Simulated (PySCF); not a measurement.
**Telling isomers of C5H8ClNSi2 apart by NMR**

- PBE0/pcSseg-1 with gauge-including orbitals
- structure optimised with GFN2-xTB
- run in PySCF 2.14
- one computed conformer, in vacuum, averaged over atoms made equivalent by symmetry, fast rotation or ring inversion, no relativistic terms

References, each an isolated molecule treated in the same way: ¹H (σref 31.72), ¹³C (σref 186.93) against TMS. Where no couplings were computed, multiplicities follow the n + 1 count of equivalent neighbours, and m marks all less simple cases (inequivalent or close neighbours, rings, F or P nearby). Shifts are as computed. Against solution values, carbons near 30 ppm lie about +3 ppm off and those near 130 ppm about +5 ppm; carbons on Cl a further +6 ppm. Of 1309 compounds with measured shifts, 239 miss one by over three times the rms of a fit or turn the order of signals round; such compounds aren't used in these exercises. Carbons bonded to Cl come out too deshielded. OH and NH positions are gas-phase values without hydrogen bonding to other molecules.

(1) Tabulate the signals of `[H]/N=C\C#C[C@@H]1[SiH2][C@@H]1[SiH2]Cl`, `[SiH3][SiH2]c1ccc(Cl)cn1`, `Cl[SiH2][SiH2]c1ccccn1` and their relative energies.

(2) What is the quickest way to tell [H]/N=C\C#C[C@@H]1[SiH2][C@@H]1[SiH2]Cl from Cl[SiH2][SiH2]c1ccccn1?

(3) What is the quickest way to tell [SiH3][SiH2]c1ccc(Cl)cn1 from Cl[SiH2][SiH2]c1ccccn1?

(4) What is the quickest way to tell [H]/N=C\C#C[C@@H]1[SiH2][C@@H]1[SiH2]Cl from [SiH3][SiH2]c1ccc(Cl)cn1?

## Answers

(1) 
```json
{"SMILES": "[H]/N=C\\C#C[C@@H]1[SiH2][C@@H]1[SiH2]Cl", "carbon types": "2×C 3×CH", "δC": "156.4, 104.3, 82.8, 5.9, 3.1", "δH": "11.41 (br s, 1H), 7.76 (s, 1H), 5.66 (m, 1H), 5.21 (m, 1H), 3.21 (m, 1H), 2.96 (m, 1H), 2.12 (m, 1H), 0.68 (m, 1H)", "E rel. (kcal/mol)": "71.6"}
{"SMILES": "[SiH3][SiH2]c1ccc(Cl)cn1", "carbon types": "2×C 3×CH", "δC": "165.0, 154.6, 143.8, 140.5, 137.1", "δH": "8.94 (s, 1H), 7.81 (m, 1H), 7.80 (m, 1H), 4.73 (q, 2H), 3.71 (t, 3H)", "E rel. (kcal/mol)": "36.6"}
{"SMILES": "Cl[SiH2][SiH2]c1ccccn1", "carbon types": "1×C 4×CH", "δC": "169.8, 154.8, 140.4, 136.6, 128.8", "δH": "8.76 (d, 1H), 7.90 (m, 1H), 7.82 (m, 1H), 7.39 (m, 1H), 5.69 (t, 2H), 4.97 (t, 2H)", "E rel. (kcal/mol)": "0.0"}
```

Energies are electronic energies at PBE0/pcSseg-1 on these geometries, without zero-point or thermal terms, each for the one conformer computed, which needn't be the lowest.

(2) Both give the same number of carbon signals, but DEPT or the intensities differ. The first has an alkyne carbon (C) at 104.3 ppm, the second a substituted aromatic carbon next to a ring nitrogen (C) at 169.8 ppm. Their most deshielded carbons lie at 156.4 and 169.8 ppm. In the proton spectra the most deshielded non-exchanging signals are 7.76 (s, 1H) and 8.76 (d, 1H).

(3) Both give the same number of carbon signals, but DEPT or the intensities differ. The first has an aromatic carbon bearing chlorine (C) at 143.8 ppm, the second an aromatic CH at 128.8 ppm. Their most deshielded carbons lie at 165.0 and 169.8 ppm.

(4) Both give the same number of carbon signals, with the same numbers of each carbon type, so the positions decide. The first has an alkyne carbon (C) at 82.8 ppm, the second a substituted aromatic carbon next to a ring nitrogen (C) at 165.0 ppm. Their most deshielded carbons lie at 156.4 and 165.0 ppm. In the proton spectra the most deshielded non-exchanging signals are 7.76 (s, 1H) and 8.94 (s, 1H).
